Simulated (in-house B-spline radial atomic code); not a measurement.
Settings and results of a run for Er²⁺ (an excited or competing configuration). Method: scalar-relativistic (X2C) LC-wPBE, spin-polarised, spherical fractional occupations, exact exchange averaged over the configuration, Fermi nucleus of rms radius 5.2516 fm. Calculated with an all-electron radial atomic-structure program (B-spline basis).

Command:
```bash
python run_scf.py task.json out
```
Settings (nuclear radius in fm, mass in u):
```
Z                68
configuration    [Xe] 4f11 5f1
hamiltonian      x2c
method           lc_wpbe
spin_polarised   True
nucleus          fermi
rms_radius       5.2516
atomic_mass      165.9303
speed_of_light   137.035999084
exact_exchange   averaged over the configuration
```

Output (hartree, bohr):
```
 radial grid: 78 intervals, B-splines of order 8, outer radius 53.7037 bohr

 iter        energy (Eh)    residual
    1      -13081.826670    5.07e-01
    2      -13079.803899    4.48e-01
    3      -13084.141998    1.42e-01
    4      -13084.490450    5.27e-02
    5      -13084.261147    1.10e-01
    6      -13084.576907    1.97e-03
    7      -13084.576994    1.91e-04
    8      -13084.576995    1.10e-05
    9      -13084.576995    4.40e-06
   10      -13084.576995    1.82e-06
   11      -13084.576995    4.46e-08

 total energy                    -13084.57700
 kinetic                           14449.6083
 electron-nucleus                 -32325.2855
 Hartree                            5071.4864
 exact exchange                      -13.8920
 exchange-correlation               -266.4942

 orbital      occ     eigenvalue          <r>       <r^2>       <1/r>       r_max
 1s up      1.000     -2103.5159     0.019618 0.000535354     83.9239     0.01197
 1s down    1.000     -2103.5159     0.019618 0.000535354     83.9239     0.01197
 2s up      1.000      -354.3908    0.0857417  0.00874895     19.4601     0.07308
 2s down    1.000      -354.3899    0.0857409  0.00874877     19.4602     0.07308
 2p up      3.000      -314.3107    0.0762392  0.00711366      16.853     0.05906
 2p down    3.000      -314.3101    0.0762385  0.00711349     16.8531     0.05906
 3s up      1.000       -80.4303     0.224927   0.0579614     7.00029      0.2074
 3s down    1.000       -80.3813      0.22484    0.057916     7.00378      0.2073
 3p up      3.000       -68.1759     0.223939   0.0582325     6.29194      0.2037
 3p down    3.000       -68.1270     0.223834   0.0581774      6.2952      0.2037
 3d up      5.000       -52.4756     0.203839   0.0487815     5.89767      0.1664
 3d down    5.000       -52.4383     0.203714   0.0487171      5.9006      0.1663
 4s up      1.000       -16.9171      0.50789    0.291423     2.89816      0.4744
 4s down    1.000       -16.8140      0.50797    0.291512     2.89693      0.4744
 4p up      3.000       -12.8658     0.537858    0.329332     2.59491      0.4952
 4p down    3.000       -12.7642     0.538006    0.329528      2.5936      0.4951
 4d up      5.000        -7.3500     0.582659    0.394222     2.27723       0.512
 4d down    5.000        -7.2462     0.583073    0.394868     2.27538       0.512
 5s up      1.000        -3.0552      1.23335     1.71069     1.08974       1.105
 5s down    1.000        -3.0083      1.24151      1.7336     1.08057        1.11
 5p up      3.000        -2.0396        1.426     2.30067    0.917132       1.249
 5p down    3.000        -2.0053      1.43783     2.33943    0.907842       1.258
 4f up      7.000        -1.3454     0.758506    0.744975      1.7172      0.5057
 4f down    4.000        -1.2544     0.772981    0.781184     1.69855       0.507
 5f up      1.000        -0.2927       5.8272     37.7538     0.19872       5.308
```

Run time, properties included: 4.9 s on 1 thread of Arm Neoverse N1 (shared host).

One-electron X2C: radii and densities carry no picture-change correction, so inner-shell <1/r> comes out high (for 1s by about 2 % at Z = 33, 5 % at 54, 10 % at 75, 30 % at 118) and <r> low.
